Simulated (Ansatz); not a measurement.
Consider the silylene formation by 1,1-elimination: `C[SiH](F)P` → `C[Si]F` + PH₃.

Computed with Ansatz on PBE0-D4/def2-TZVP structures; ΔE is electronic, products minus reactants. CCSD(T)/CBS adds triple-zeta CCSD(T) − MP2 to the extrapolated MP2 energy (def2 sets, frozen cores). This one scheme is used for every species. Functionals use def2-TZVPP. Each species was taken in one conformer, which may not be the lowest.

`C[SiH](F)P`:

Cartesian coordinates in Å:
```
C 0.506 -0.780 -0.971
Si 0.475 0.662 0.198
F 1.809 0.604 1.091
P -1.271 0.718 1.616
H -0.375 -0.762 -1.618
H 1.396 -0.742 -1.604
H 0.509 -1.726 -0.425
H 0.491 1.951 -0.542
H -2.188 0.771 0.530
H -1.353 -0.697 1.725
```

`C[Si]F`:

Cartesian coordinates in Å:
```
C 0.089 0.521 0.152
Si -0.702 -1.157 0.489
F -0.173 -1.934 -0.831
H -0.135 1.256 0.929
H 1.177 0.407 0.075
H -0.257 0.908 -0.814
```

PH₃:

```xyz
4

P    -0.205   -0.002   -0.543
H    -0.722    0.840    0.476
H     1.143    0.311   -0.225
H    -0.217   -1.150    0.292
```

CCSD(T)/CBS gives +2.24 eV.

Problem. Another level gave +1.81 eV. Which?
A. r2SCAN/def2-TZVPP
B. LDA (SPW92)/def2-TZVPP
C. BHLYP-D4/def2-TZVPP
D. BLYP/def2-TZVPP

Solution. D. BLYP 1.81, r2SCAN 2.40, BHLYP-D4 2.28, LDA (SPW92) 2.44 eV.

Largest T1 diagnostic among the species: 0.014.

Leaving LDA and LC-ωPBE aside and taking each functional with its dispersion term where it has one, the values, not all of them listed here, spread over 0.47 eV, from BLYP-D4 to r2SCAN0-D4. LDA lies +0.30 eV from PBE without D4. At CCSD(T), def2-SVP lies −0.24 eV from the extrapolated value and def2-TZVPP −0.07 eV. From PBE to PBE0 (25 % exact exchange), in def2-TZVPP and without D4, ΔE moves by +0.14 eV.
